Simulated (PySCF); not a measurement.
Gas-phase reaction: GeCl3 ⇌ GeCl2 + Cl

Method: PySCF energies plus ideal-gas RRHO corrections (1 bar). † marks an energy on the PBE0/def2-TZVP geometry and frequencies; other levels use their own. 6-31G* has spherical d functions here. Open shells (unrestricted): GeCl3 (multiplicity 2), Cl (multiplicity 2); the rest are closed-shell singlets. Spin-orbit splitting is ignored; it lowers the true energy and changes the entropy of Cl. Ge: all electrons, no relativistic terms. GeCl3: computed as isolated molecules; such fragments, hydroxides, amides, oligomers or adducts are transient or little studied in the gas.

ωB97M-V/def2-TZVP† gives ΔH°(298 K) = 205 kJ.

### Question
What do ωB97X-V/def2-TZVP†, HF/6-31G*, PBE0/def2-QZVP† give?

### Answer
ωB97X-V/def2-TZVP†: 210 kJ; HF/6-31G*: 137 kJ; PBE0/def2-QZVP†: 211 kJ. For scale, ΔH°(298 K) is 205 kJ at this level, 210 kJ at ωB97X-V/def2-TZVP†, and runs from 137 to 260 kJ over the 19 levels computed.
